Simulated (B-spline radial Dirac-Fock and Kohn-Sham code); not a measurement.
The computed values come from a radial atomic solver: Dirac-Fock orbitals of the configuration average with a finite nucleus.

Question: This computed X-ray form factor belongs to an atom or ion in its tabulated ground configuration. Which?

```tsv
sin θ/λ (Å⁻¹)	f₀
0.5	18.889
0.6	16.585
0.9	11.049
1.2	7.898
1.4	6.774
3	3.072
4	1.889
5	1.384
6	1.154
```

Answer: Kr²⁺, with 34 electrons in [Ar] 3d10 4s2 4p4. f₀ tends to the number of electrons as s goes to zero, which the first rows give only roughly, and the rate of fall reflects the nuclear charge, 36.

Question: This computed X-ray form factor belongs to an atom or ion in its tabulated ground configuration. Which?

| sin θ/λ (Å⁻¹) | f₀ |
| --- | --- |
| 0.05 | 4.000 |
| 0.1 | 3.999 |
| 0.2 | 3.995 |
| 0.45 | 3.976 |
| 0.9 | 3.907 |
| 1.6 | 3.720 |
| 1.8 | 3.651 |
| 3 | 3.157 |
| 6 | 2.016 |

Answer: Yb⁶⁶⁺, with 4 electrons in [He] 2s2. f₀ tends to the number of electrons as s goes to zero, which the first rows give only roughly, and the rate of fall reflects the nuclear charge, 70.
